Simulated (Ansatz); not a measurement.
Input for Ansatz (a first-principles code): R-CCSD(T)/def2-TZVPPD on H3NZn (SMILES [NH2][ZnH]), atoms moved off the minimum. Files ending in .json are basis or fitting sets from the Basis Set Exchange.

Ansatz 0.2 input:
```yaml
crystal:
  periodic: [false, false, false]
  atoms:
    - {symbol: Zn, position_ang: [-0.28792376, -0.08315225, -0.46712212]}
    - {symbol: H, position_ang: [-1.30040010, -0.33287382, -1.48585437]}
    - {symbol: N, position_ang: [0.92178035, -0.00659061, 0.93535259]}
    - {symbol: H, position_ang: [1.29513751, -0.42761984, 1.80520120]}
    - {symbol: H, position_ang: [0.83355653, 0.91401527, 1.37725186]}
basis:
  gaussian:
    orbitals: def2-TZVPPD.json
magnetization: {spin_polarized: false}
correlation: {method: ccsd_t, electrons: outside_noble_gas}
scf: {lower_state_search: off}
output: {forces: true}
```

Q: Predict the final total energy.

A: -1834.7277 hartree (reference determinant -1833.9929, T1 diagnostic 0.016).

Q: How many basis functions does it have, and what does it roughly cost on one machine?

A: 155 functions; around 2.8 core-minutes (rough).
